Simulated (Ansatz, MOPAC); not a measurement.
Molecule: C₄F₅, net charge 0, doublet state. SMILES: F[C]=C(F)C(F)=C(F)F

Atoms: F1, C2, C3, F4, C5, F6, C7, F8, F9. Bonds: F1-C2, C2-C3, C3-F4, C3-C5, C5-F6, C5-C7, C7-F8, C7-F9.

Bond lengths (Å) and angles (degrees) optimised at PM6 with MOPAC; PM7 with MOPAC; PBE/6-31G* with Ansatz (a quantum-chemistry and plane-wave program); B3LYP/LANL2DZ with Ansatz; B3LYP/6-31G* with Ansatz, each started from the B3LYP-D3(BJ)/def2-TZVP structure (Ansatz) of the last column. A row stands for all coordinates that are equal there; 11 of 18 kinds are shown. 6-31G* holds six Cartesian d functions. No wavenumbers were computed at PBE/6-31G*, B3LYP/LANL2DZ, so these may be saddle points.

| coordinate | PM6 | PM7 | PBE/6-31G* | B3LYP/LANL2DZ | B3LYP/6-31G* | B3LYP-D3(BJ)/def2-TZVP |
|---|---|---|---|---|---|---|
| F1-C2 | 1.269 | 1.271 | 1.315 | 1.347 | 1.307 | 1.298 |
| C2-C3 | 1.328 | 1.326 | 1.337 | 1.336 | 1.326 | 1.318 |
| C3-F4 | 1.341 | 1.330 | 1.368 | 1.410 | 1.359 | 1.359 |
| C3-C5 | 1.447 | 1.445 | 1.452 | 1.458 | 1.453 | 1.448 |
| C5-F6 | 1.335 | 1.324 | 1.359 | 1.397 | 1.352 | 1.350 |
| C5-C7 | 1.352 | 1.347 | 1.351 | 1.344 | 1.336 | 1.330 |
| C7-F8 | 1.314 | 1.307 | 1.326 | 1.360 | 1.318 | 1.312 |
| C7-F9 | 1.315 | 1.309 | 1.326 | 1.366 | 1.320 | 1.314 |
| F1-C2-C3 | 145.0 | 142.3 | 130.5 | 131.3 | 130.2 | 131.0 |
| C2-C3-F4 | 118.2 | 119.3 | 122.5 | 120.9 | 121.4 | 121.0 |
| C2-C3-C5 | 126.5 | 125.9 | 121.0 | 123.9 | 122.9 | 123.1 |

Mean signed difference of all 8 bond lengths from B3LYP-D3(BJ)/def2-TZVP: PM6 -0.003 Å, PM7 -0.009 Å, PBE/6-31G* 0.013 Å, B3LYP/LANL2DZ 0.036 Å, B3LYP/6-31G* 0.005 Å.
